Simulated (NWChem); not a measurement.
C2H7BClN; SMILES CNB(C)Cl

```xyz
12

B      0.2221     0.1017     0.0000
Cl    -0.4045     1.7818     0.0000
C      1.7753    -0.1572     0.0000
H      2.0803    -0.7369     0.8875
H      2.3509     0.7778    -0.0053
H      2.0787    -0.7458    -0.8822
N     -0.7409    -0.9080     0.0001
C     -0.5219    -2.3314     0.0000
H     -1.7156    -0.6276    -0.0004
H      0.5544    -2.5481     0.0024
H     -0.9565    -2.8151    -0.8918
H     -0.9606    -2.8157     0.8894
```
Atoms are numbered in this order, from 1.

Structure relaxed at the PBE0/def2-SVP level. No frequency run checked for a minimum.

**Question.** List the 6 lowest vertical singlet excitations from B3LYP/6-31+G* (spherical d), full TDDFT (NWChem).

**Answer.** 
```csv
state,energy (eV),oscillator strength,leading excitation (squared amplitude)
S1,6.17,0.002,HOMO → LUMO (0.94)
S2,6.78,0.004,HOMO → LUMO+1 (0.93)
S3,6.99,0.000,HOMO → LUMO+2 (0.98)
S4,7.13,0.053,HOMO−1 → LUMO (0.80)
S5,7.24,0.196,HOMO → LUMO+3 (0.74)
S6,7.32,0.000,HOMO−1 → LUMO+3 (0.95)
```
